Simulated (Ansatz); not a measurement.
Ansatz (a quantum-chemistry and plane-wave program) input (HF/6-31G*):

Ansatz 0.2 input:
```yaml
crystal:
  periodic: [false, false, false]
  atoms:
    - {symbol: C, position_ang: [-0.76321273, 0.05070258, 0.06696101]}
    - {symbol: C, position_ang: [0.76321273, -0.05070258, -0.06696101]}
    - {symbol: Cl, position_ang: [1.34700856, -1.60030271, 0.56595088]}
    - {symbol: Cl, position_ang: [1.55857420, 1.27547199, 0.79982430]}
    - {symbol: Cl, position_ang: [-1.55857420, -1.27547199, -0.79982430]}
    - {symbol: Cl, position_ang: [-1.34700856, 1.60030271, -0.56595088]}
    - {symbol: H, position_ang: [-1.05231381, -0.01205393, 1.10015851]}
    - {symbol: H, position_ang: [1.05231381, 0.01205393, -1.10015851]}
basis:
  gaussian:
    orbitals: 6-31G*
hamiltonian:
  xc: {name: HF}
phonons: {temperatures: {t_min: 298.15, t_max: 298.15, t_step: 100}}
```

Output:

```
Functional definition: HF
integrals: 0.06 GiB planned
1162 factors; integrals over basis functions are off by at most 3.4e-4 eV
mean field: 0.52 GiB planned
mean field evaluation 1: about -52101.1511 eV, gradient 3.2e1 eV
mean field evaluation 2: about -52101.3013 eV, gradient 3.2e1 eV
mean field evaluation 4: about -52104.3934 eV, gradient 3.1e0 eV
mean field evaluation 8: about -52104.4527 eV, gradient 1.8e-1 eV
mean field -52104.45294054 eV, -1914.8033278983 hartree, gradient 2.7e-5 eV, S^2 0.000000; 0 other end points of the search recorded, 0 dependent functions left out
the calculation of the forces begins
reference -52104.45294054 eV, -1914.8033278983 hartree; 41, 41 occupied and 69, 69 virtual orbitals, 1162 factors
these checks for a lower state are left out or cut short: stability, starts, cluster_reference, orbital_swaps, neighbouring_geometries, increment
integrals: 0.06 GiB planned
1162 factors; integrals over basis functions are off by at most 3.4e-4 eV
mean field: 0.52 GiB planned
mean field evaluation 16: about -52104.4528 eV, gradient 9.0e-5 eV
mean field -52104.45275349 eV, -1914.8033210243 hartree, gradient 2.9e-6 eV, S^2 0.000000; 0 other end points of the search recorded, 0 dependent functions left out
the calculation of the forces begins
reference -52104.45275349 eV, -1914.8033210243 hartree; 41, 41 occupied and 69, 69 virtual orbitals, 1162 factors
these checks for a lower state are left out or cut short: stability, starts, cluster_reference, orbital_swaps, neighbouring_geometries, increment
integrals: 0.06 GiB planned
1162 factors; integrals over basis functions are off by at most 3.4e-4 eV
mean field: 0.52 GiB planned
mean field -52104.45275249 eV, -1914.8033209874 hartree, gradient 2.6e-6 eV, S^2 0.000000; 0 other end points of the search recorded, 0 dependent functions left out
the calculation of the forces begins
reference -52104.45275249 eV, -1914.8033209874 hartree; 41, 41 occupied and 69, 69 virtual orbitals, 1162 factors
these checks for a lower state are left out or cut short: stability, starts, cluster_reference, orbital_swaps, neighbouring_geometries, increment
integrals: 0.06 GiB planned
1162 factors; integrals over basis functions are off by at most 3.4e-4 eV
mean field: 0.52 GiB planned
mean field evaluation 32: about -52104.4528 eV, gradient 2.0e-6 eV
mean field -52104.45281735 eV, -1914.8033233709 hartree, gradient 5.6e-6 eV, S^2 0.000000; 0 other end points of the search recorded, 0 dependent functions left out
the calculation of the forces begins
reference -52104.45281735 eV, -1914.8033233709 hartree; 41, 41 occupied and 69, 69 virtual orbitals, 1162 factors
these checks for a lower state are left out or cut short: stability, starts, cluster_reference, orbital_swaps, neighbouring_geometries, increment
integrals: 0.06 GiB planned
1162 factors; integrals over basis functions are off by at most 3.4e-4 eV
mean field: 0.52 GiB planned
mean field -52104.45281628 eV, -1914.8033233318 hartree, gradient 5.7e-6 eV, S^2 0.000000; 0 other end points of the search recorded, 0 dependent functions left out
the calculation of the forces begins
reference -52104.45281628 eV, -1914.8033233318 hartree; 41, 41 occupied and 69, 69 virtual orbitals, 1162 factors
these checks for a lower state are left out or cut short: stability, starts, cluster_reference, orbital_swaps, neighbouring_geometries, increment
integrals: 0.06 GiB planned
1162 factors; integrals over basis functions are off by at most 3.4e-4 eV
mean field: 0.52 GiB planned
mean field -52104.45291953 eV, -1914.8033271259 hartree, gradient 2.0e-6 eV, S^2 0.000000; 0 other end points of the search recorded, 0 dependent functions left out
the calculation of the forces begins
reference -52104.45291953 eV, -1914.8033271259 hartree; 41, 41 occupied and 69, 69 virtual orbitals, 1162 factors
these checks for a lower state are left out or cut short: stability, starts, cluster_reference, orbital_swaps, neighbouring_geometries, increment
integrals: 0.06 GiB planned
1162 factors; integrals over basis functions are off by at most 3.4e-4 eV
mean field: 0.52 GiB planned
mean field -52104.45292051 eV, -1914.8033271620 hartree, gradient 1.8e-6 eV, S^2 0.000000; 0 other end points of the search recorded, 0 dependent functions left out
the calculation of the forces begins
reference -52104.45292051 eV, -1914.8033271620 hartree; 41, 41 occupied and 69, 69 virtual orbitals, 1162 factors
these checks for a lower state are left out or cut short: stability, starts, cluster_reference, orbital_swaps, neighbouring_geometries, increment
integrals: 0.06 GiB planned
1162 factors; integrals over basis functions are off by at most 3.4e-4 eV
mean field: 0.52 GiB planned
mean field -52104.45287943 eV, -1914.8033256525 hartree, gradient 3.2e-6 eV, S^2 0.000000; 0 other end points of the search recorded, 0 dependent functions left out
the calculation of the forces begins
reference -52104.45287943 eV, -1914.8033256525 hartree; 41, 41 occupied and 69, 69 virtual orbitals, 1162 factors
these checks for a lower state are left out or cut short: stability, starts, cluster_reference, orbital_swaps, neighbouring_geometries, increment
integrals: 0.06 GiB planned
1162 factors; integrals over basis functions are off by at most 3.4e-4 eV
mean field: 0.52 GiB planned
mean field -52104.45287736 eV, -1914.8033255764 hartree, gradient 3.4e-6 eV, S^2 0.000000; 0 other end points of the search recorded, 0 dependent functions left out
the calculation of the forces begins
reference -52104.45287736 eV, -1914.8033255764 hartree; 41, 41 occupied and 69, 69 virtual orbitals, 1162 factors
these checks for a lower state are left out or cut short: stability, starts, cluster_reference, orbital_swaps, neighbouring_geometries, increment
integrals: 0.06 GiB planned
1162 factors; integrals over basis functions are off by at most 3.4e-4 eV
mean field: 0.52 GiB planned
mean field evaluation 64: about -52104.2879 eV, gradient 4.7e-1 eV
mean field -52104.45292126 eV, -1914.8033271897 hartree, gradient 2.1e-6 eV, S^2 0.000000; 0 other end points of the search recorded, 0 dependent functions left out
the calculation of the forces begins
reference -52104.45292126 eV, -1914.8033271897 hartree; 41, 41 occupied and 69, 69 virtual orbitals, 1162 factors
these checks for a lower state are left out or cut short: stability, starts, cluster_reference, orbital_swaps, neighbouring_geometries, increment
integrals: 0.06 GiB planned
1162 factors; integrals over basis functions are off by at most 3.4e-4 eV
mean field: 0.52 GiB planned
mean field -52104.45292217 eV, -1914.8033272229 hartree, gradient 1.8e-6 eV, S^2 0.000000; 0 other end points of the search recorded, 0 dependent functions left out
the calculation of the forces begins
reference -52104.45292217 eV, -1914.8033272229 hartree; 41, 41 occupied and 69, 69 virtual orbitals, 1162 factors
these checks for a lower state are left out or cut short: stability, starts, cluster_reference, orbital_swaps, neighbouring_geometries, increment
integrals: 0.06 GiB planned
1162 factors; integrals over basis functions are off by at most 3.4e-4 eV
mean field: 0.52 GiB planned
mean field -52104.45282459 eV, -1914.8033236370 hartree, gradient 2.4e-6 eV, S^2 0.000000; 0 other end points of the search recorded, 0 dependent functions left out
the calculation of the forces begins
reference -52104.45282459 eV, -1914.8033236370 hartree; 41, 41 occupied and 69, 69 virtual orbitals, 1162 factors
these checks for a lower state are left out or cut short: stability, starts, cluster_reference, orbital_swaps, neighbouring_geometries, increment
integrals: 0.06 GiB planned
1162 factors; integrals over basis functions are off by at most 3.4e-4 eV
mean field: 0.52 GiB planned
mean field -52104.45282910 eV, -1914.8033238029 hartree, gradient 2.4e-6 eV, S^2 0.000000; 0 other end points of the search recorded, 0 dependent functions left out
the calculation of the forces begins
reference -52104.45282910 eV, -1914.8033238029 hartree; 41, 41 occupied and 69, 69 virtual orbitals, 1162 factors
these checks for a lower state are left out or cut short: stability, starts, cluster_reference, orbital_swaps, neighbouring_geometries, increment
integrals: 0.06 GiB planned
1162 factors; integrals over basis functions are off by at most 3.4e-4 eV
mean field: 0.52 GiB planned
mean field -52104.45291395 eV, -1914.8033269211 hartree, gradient 1.5e-6 eV, S^2 0.000000; 0 other end points of the search recorded, 0 dependent functions left out
the calculation of the forces begins
reference -52104.45291395 eV, -1914.8033269211 hartree; 41, 41 occupied and 69, 69 virtual orbitals, 1162 factors
these checks for a lower state are left out or cut short: stability, starts, cluster_reference, orbital_swaps, neighbouring_geometries, increment
integrals: 0.06 GiB planned
1162 factors; integrals over basis functions are off by at most 3.4e-4 eV
mean field: 0.52 GiB planned
mean field evaluation 96: about -52104.2879 eV, gradient 4.7e-1 eV
mean field -52104.45291739 eV, -1914.8033270472 hartree, gradient 1.6e-6 eV, S^2 0.000000; 0 other end points of the search recorded, 0 dependent functions left out
the calculation of the forces begins
reference -52104.45291739 eV, -1914.8033270472 hartree; 41, 41 occupied and 69, 69 virtual orbitals, 1162 factors
Total energy: -52104.45294054 eV, -1914.8033278983 hartree
Atom 0 at    -0.763213     0.050703     0.066961 Å, force     0.000285    -0.000022     0.000018 eV/Å
Atom 1 at     0.763213    -0.050703    -0.066961 Å, force    -0.000285     0.000022    -0.000018 eV/Å
Atom 2 at     1.347009    -1.600303     0.565951 Å, force    -0.000200     0.000495    -0.000180 eV/Å
Atom 3 at     1.558574     1.275472     0.799824 Å, force    -0.000268    -0.000425    -0.000255 eV/Å
Atom 4 at    -1.558574    -1.275472    -0.799824 Å, force     0.000268     0.000425     0.000255 eV/Å
Atom 5 at    -1.347009     1.600303    -0.565951 Å, force     0.000200    -0.000495     0.000180 eV/Å
Atom 6 at    -1.052314    -0.012054     1.100159 Å, force    -0.000988     0.000015     0.000704 eV/Å
Atom 7 at     1.052314     0.012054    -1.100159 Å, force     0.000988    -0.000015    -0.000704 eV/Å
Dipole moment:     0.000000    -0.000000    -0.000000 e Å
Vibrations: 60.69 182.81 247.33 323.45 325.16 351.19 397.76 787.22 844.02 851.49 919.25 1144.63 1346.18 1382.52 1391.63 1499.96 3371.21 3382.66 cm⁻¹, zero-point energy 1.166019 eV
```

The blocks after the first are displaced geometries, from whose forces the wavenumbers follow.
